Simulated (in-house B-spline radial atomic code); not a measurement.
Radial electron density of Au4+, [Xe] 4f14 5d6 7p1. Computed with a radial B-spline atomic code at the basis-set limit: Dirac-Hartree-Fock, average of configuration, Fermi nucleus of rms radius 5.4371 fm.

Columns: r (bohr), 4πr²n(r) (electrons per bohr), bar.

```
0.000515    3.842 #
0.000652     5.55 ##
0.000826    7.969 ##
 0.00105    11.41 ###
 0.00133    16.08 #####
 0.00168    22.31 #######
 0.00213    30.63 #########
  0.0027    41.26 #############
 0.00341    54.02 ################
 0.00433    69.05 #####################
 0.00548    84.71 ##########################
 0.00694    99.29 ##############################
 0.00879    110.1 ##################################
  0.0111    114.5 ###################################
  0.0141    111.8 ##################################
  0.0179    104.9 ################################
  0.0226    101.1 ###############################
  0.0287    108.1 #################################
  0.0363    126.3 #######################################
   0.046      144 ############################################
  0.0583    144.2 ############################################
  0.0739    126.3 #######################################
  0.0936    115.1 ###################################
   0.119    127.7 #######################################
    0.15    136.8 ##########################################
    0.19    111.3 ##################################
   0.241    78.36 ########################
   0.305    80.02 ########################
   0.387    89.39 ###########################
    0.49    69.03 #####################
   0.621    38.94 ############
   0.787    24.52 #######
   0.996    19.03 ######
    1.26    12.36 ####
     1.6    5.719 ##
    2.03    1.905 #
    2.57   0.4041 
    3.25  0.06897 
    4.12   0.2512 
    5.22   0.3037 
    6.61   0.1194 
    8.37  0.01543 
    10.6 0.0005581 
    13.4 4.502e-06 
      17 4.326e-09
```

On this grid the curve has 5 maxima, near 0.0111, 0.0583, 0.15, 0.387, 5.22 bohr.

The 5d3/2 radial function P(r) = rR(r), positive near the nucleus, with its small component Q(r) (sign convention: Q ≈ (P' + κP/r)/2c):

| r (bohr) | P | Q |
| --- | --- | --- |
| 0.00548 | 0.001157 | 0.002502 |
| 0.00879 | 0.003692 | 0.005576 |
| 0.0141 | 0.01166 | 0.01167 |
| 0.0226 | 0.03491 | 0.02209 |
| 0.0363 | 0.09423 | 0.03552 |
| 0.0583 | 0.2086 | 0.04297 |
| 0.0936 | 0.3222 | 0.02884 |
| 0.15 | 0.2087 | -0.006048 |
| 0.241 | -0.2612 | -0.02402 |
| 0.387 | -0.4579 | -0.0035 |
| 0.621 | 0.2327 | 0.01449 |
| 0.996 | 0.9496 | 0.009235 |
| 1.6 | 0.7635 | 0.0008964 |
| 2.57 | 0.2234 | -0.0005848 |
| 4.12 | 0.01628 | -8.06e-05 |
